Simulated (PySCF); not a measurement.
## Computed properties of BeH2, SMILES [BeH2]

BeH2, SMILES [BeH2]. Geometry: PBE0-D3(BJ)/def2-TZVPD. The isomer is the one that the SMILES or the coordinates give; other isomers of the formula were not compared. One conformer was computed; it need not be the lowest. All values are computed for the isolated molecule unless a solvent is named; none is compared with measurement here.

**Structure.** The optimised structure has D∞h symmetry. All 4 harmonic modes at PBE0-D3(BJ)/def2-TZVPD (PySCF) are real, so it is a minimum.

**Vibrations.** The strongest infrared lines (harmonic, unscaled, degenerate partners summed) lie at 714 cm⁻¹ (651 km/mol, H 82 %, Be 18 %), 2233 cm⁻¹ (234 km/mol, H 82 %, Be 18 %). The softest mode is at 714 cm⁻¹ and the zero-point energy is 8.1 kcal/mol.

**Electronic structure.** HF/def2-TZVPD (PySCF) places the frontier levels at -12.18 and 1.09 eV, a gap of 13.27 eV, and gives a dipole moment of 0.00 D and a mean polarisability of 19.1 bohr³. PBE/def2-TZVPD (PySCF) at the same geometry gives -7.48 and -1.64 eV, so its gap is 7.43 eV narrower. An orbital gap is neither the optical nor the fundamental gap.

**Excitations.** TDDFT-PBE0/def2-TZVPD (PySCF) has S1 at 6.28 eV (198 nm, f = 0.000, dark); the most intense of the 10 singlets computed lies at 7.91 eV (f = 0.64). Strengths of degenerate partners are summed. T1 (TDA) is at 5.62 eV. TDDFT-PBE/def2-TZVPD (PySCF) puts S1 at 5.94 eV. No vertical singlet excitation falls in the visible range (under 3.1 eV).

**NMR.** GIAO shifts at PBE0/pcSseg-2 (PySCF) (non-relativistic, atoms alike by connectivity averaged): ¹H at 3.5 ppm against TMS.
